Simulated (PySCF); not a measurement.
NMR data simulated for an unnamed compound:

¹H NMR (400 MHz, computed): δ 4.22 (m, 1H), 2.70 (s, 6H), 2.04 (s, 3H), 1.44 (m, 1H), 0.74 (m, 1H), 0.62 (m, 1H).

¹³C{¹H} NMR (computed): δ 89.0 (C), 80.3 (C), 40.5 (CH3), 9.2 (CH2), 5.5 (CH3), -0.2 (CH).

[PySCF: geometry from GFN2-xTB; PBE0/pcSseg-1 with gauge-including orbitals; one averaged value for each set of equivalent atoms; no solvent; one computed conformer; no relativistic terms]

References, each an isolated molecule treated in the same way: TMS for ¹H (σ = 31.72 ppm), ¹³C (σ = 186.93 ppm).

Problem. Which of these does the molecule contain: an S-methyl group, a three-membered ring, an N-methyl group, a vinyl group CH=CH2, a benzene ring, a Si–H bond?

Solution. 
- An S-methyl group: no.
- A three-membered ring: yes.
- An N-methyl group: yes (δC 40.5; δH 2.70 (s)).
- A vinyl group CH=CH2: no.
- A benzene ring: no.
- A Si–H bond: yes (δH 4.22 (m)).

The data belong to SMILES CN([Si@@H]1[C@H](C#CC)C1)C, C$_{7}$H$_{13}$NSi; they needn't prove each group on their own.

Carbon signals by region: 2 at 50–100 ppm, 4 below 50 ppm.

Shifts are as computed. Against solution values, carbons near 30 ppm lie about +3 ppm off and those near 130 ppm about +5 ppm. Of 1309 compounds with measured shifts, 239 miss one by over three times the rms of a fit or turn the order of signals round; such compounds aren't used in these exercises. No couplings were computed; multiplicities are counted from neighbouring protons, with m where these are inequivalent, close in shift, in a saturated or five-membered ring or joined by F or P, and br s for small geminal =CH2 splittings.
